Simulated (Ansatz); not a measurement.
B(F)(GeH3)(OH) (BFGeH₄O), SMILES [GeH3][B](F)O.

Coordinates come from a PBE0-D3(BJ)/def2-SVP optimisation. This is a generated structure with no PubChem entry under its InChIKey; it may be hypothetical. The values are those of a single conformer.

Two levels are set side by side: PBE/def2-SVPD (Ansatz, a quantum-chemistry and plane-wave program) and CAM-B3LYP/def2-SVPD (Ansatz). Energy differences of separate SCF runs at the same geometry; the states with an electron removed or added have multiplicity 2 and 2. Differences are taken from unrounded values.

| quantity | CAM-B3LYP |
|---|---|
| vertical ionisation energy (eV) | 11.11 |
| vertical singlet–triplet gap (eV) | 5.89 |

Task: What does PBE give, and how far is it from CAM-B3LYP? (Estimate from the structure and the level; the computed values follow.)

Result: 
```json
[
 {"quantity": "vertical ionisation energy (eV)", "PBE": "10.69", "PBE minus CAM-B3LYP": "-0.42"},
 {"quantity": "vertical singlet–triplet gap (eV)", "PBE": "5.51", "PBE minus CAM-B3LYP": "-0.38"}
]
```
